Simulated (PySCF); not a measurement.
# SrPb⁺: one state, many levels of theory

State: ²Π (doublet), unpaired electrons π ↑. Set-up: basis Sr def2-SVP with ECP28, Pb def2-SVP with ECP60; scalar-relativistic core potentials; PySCF 2.14. De refers to Sr⁺ + Pb in their high-spin ground configurations, without counterpoise correction. The functionals are run spin-unrestricted. A positive dipole points towards Pb; it is taken about the centre of mass and depends on that origin. Levels whose curve was spin-contaminated or gave no clean fit are not listed.

```
      Level  Re (Å)  ωe (cm⁻¹)  De (eV)   μ (D)
        UHF   3.564       95.2      n/a  -11.84
    UHF-MP2   3.499        102      n/a     n/a
UHF-SCS-MP2   3.534       97.4      n/a     n/a
   UHF-CCSD   3.527       94.5      n/a     n/a
UHF-CCSD(T)   3.532       92.8      n/a     n/a
        PBE   3.445        102      n/a   -9.42
       TPSS   3.435        105      n/a  -10.11
       PBE0   3.437        103      n/a  -10.16
      B97-3   3.493       96.3      n/a   -9.60
        M06   3.423        108      n/a   -9.71
```

Question: What does a quarter of exact exchange do here, going from PBE to PBE0?

Answer: PBE0 less PBE: -0.8 pm in Re, +1.0 % in ωe. Exact exchange removes part of the self-interaction that spreads semilocal densities, and in most molecules shortens and stiffens the bond and lowers De; so it does here.

Question: What does second-order correlation do here, going from UHF to UHF-MP2?

Answer: UHF-MP2 less UHF: -6.5 pm in Re, +7.1 % in ωe. Correlation nearly always deepens the well. The bond shortens, as in weak, metallic or heavy-atom bonds, where dispersion and the correlation of outer-core electrons pull the atoms together.

Question: What does the triples do here, going from UHF-CCSD to UHF-CCSD(T)?

Answer: UHF-CCSD(T) less UHF-CCSD: +0.5 pm in Re, -1.8 % in ωe. Correlation nearly always deepens the well. The bond lengthens, as in strong covalent bonds, where excitations into antibonding orbitals dominate.

Correlated steps freeze 4 core orbitals. Spin–orbit coupling is left out, which matters for elements this heavy, above all for dissociation energies. The state was picked by a PBE0 search and need not be the measured ground state.
